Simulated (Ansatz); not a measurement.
This geometry of C₃H₁₁NSi₂ (17 atoms, charge 0, multiplicity 1) is a first-order saddle point.

Method: RKS PBE-D4/STO-3G (Ansatz 0.2.0).

```xyz
17
Properties=species:S:1:pos:R:3
N 0.172 -2.731 0.396
C 0.505 -1.298 0.765
C 0.923 -0.254 -0.375
C 0.168 1.033 0.167
Si -0.589 2.193 -1.114
Si -0.886 -0.099 1.268
H -0.446 -2.639 -0.475
H 1.077 -3.106 -0.042
H 1.304 -1.338 1.536
H 0.498 -0.584 -1.348
H 2.017 -0.126 -0.513
H 0.871 1.601 0.804
H -0.116 3.557 -0.927
H -2.042 2.205 -1.012
H -0.242 1.765 -2.462
H -2.185 -0.435 0.698
H -1.047 0.255 2.674
```

Which two structures does it join? (They come from a converged band through this point; their orientation in space is the band's.)

No bond is made or broken. The dihedral Si6–C4–Si5–H13 goes from 67 to -172°. The two ends are copies of one structure, up to a mirror image or an exchange of like atoms.

Initial state:

```xyz
17
Properties=species:S:1:pos:R:3
N -0.307 -2.642 0.707
C 0.374 -1.293 0.833
C 0.780 -0.474 -0.482
C 0.407 0.991 0.005
Si -0.355 2.129 -1.281
Si -0.627 0.225 1.399
H -1.044 -2.492 -0.057
H 0.405 -3.246 0.178
H 1.275 -1.442 1.465
H 0.128 -0.791 -1.324
H 1.834 -0.601 -0.805
H 1.311 1.464 0.431
H -0.780 3.378 -0.666
H -1.518 1.489 -1.878
H 0.594 2.438 -2.342
H -2.051 0.136 1.100
H -0.446 0.729 2.757
```

Final state:

```xyz
17
Properties=species:S:1:pos:R:3
N 0.256 -2.731 0.257
C 0.532 -1.310 0.711
C 0.945 -0.193 -0.359
C 0.133 1.037 0.230
Si -0.642 2.203 -1.023
Si -0.909 -0.184 1.241
H -0.343 -2.611 -0.624
H 1.183 -3.052 -0.177
H 1.311 -1.367 1.500
H 0.555 -0.483 -1.358
H 2.037 -0.023 -0.461
H 0.795 1.607 0.908
H 0.378 2.907 -1.788
H -1.475 3.190 -0.350
H -1.473 1.449 -1.949
H -2.184 -0.528 0.623
H -1.116 0.087 2.661
```

How far does it lie above each of them?

0.060 eV above the first and 0.060 eV above the second. This is the barrier of this one path; another mechanism may lie lower. Limits of this set-up: minimal basis.

The run took 2.1 min on 1 thread of Arm Neoverse V2 (shared host), peak memory 0.11 GiB.
